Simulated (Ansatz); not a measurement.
An input meant for Ag₂O⁺ (charge 1, doublet).

```yaml
crystal:
  periodic: [false, false, false]
  atoms:
    - {symbol: Ag, position_ang: [-0.320758, 0.806476, -1.576402]}
    - {symbol: Ag, position_ang: [-0.370758, 0.506476, -1.876402]}
    - {symbol: O, position_ang: [-0.360569, -0.095300, 0.084487]}
basis:
  gaussian: {orbitals: def2-SVPD}
total_charge: 1
magnetization: {spin_polarized: true, initial_magnetization: 1}
hamiltonian: {xc: {name: LC-wPBE}}
scf: {omitted_lower_state_checks: [starts]}
```

```sh
$ ansatz run in.yaml --threads 4 --pin off --events-out ev --progress --plain --max-ram 3916MiB
```

Output, abridged:

```
Functional definition: LC-wPBE
745 factors; their error is unknown
257 factors; integrals over basis functions are off by at most 3.6e-5 eV
mean field evaluation 1: about -5158.0430 eV, gradient 1.1e2 eV
mean field evaluation 2: about -4888.7980 eV, gradient 2.0e2 eV
mean field evaluation 4: about -5191.1655 eV, gradient 3.4e1 eV
mean field evaluation 8: about -5198.3905 eV, gradient 6.7e0 eV
mean field evaluation 16: about -5198.9399 eV, gradient 4.0e-1 eV
a density is far from that of the atoms, so the factors are made again for it
1062 factors; integrals over basis functions are off by at most 5.1e-5 eV
292 factors; integrals over basis functions are off by at most 1.4e-5 eV
mean field evaluation 32: about -5199.0005 eV, gradient 8.8e-3 eV
mean field -5199.00047183 eV, -191.0597433306 hartree, gradient 1.5e-5 eV, S^2 1.481132; 0 other end points of the search recorded, 0 dependent functions left out
reference -5199.00047183 eV, -191.0597433308 hartree; 23, 22 occupied and 68, 69 virtual orbitals, 1062 factors
Total energy: -5199.00047183 eV, -191.0597433308 hartree
Checks for a lower state left out: starts
```

Task: Something in this input is off. What?

Result: One atom was put on top of another. Self-consistency was reached. The result belongs to that input, not to the species as meant. The charge 1 doublet is spin-contaminated (final ⟨S²⟩ up to 1.48, 0.75 for a pure state).
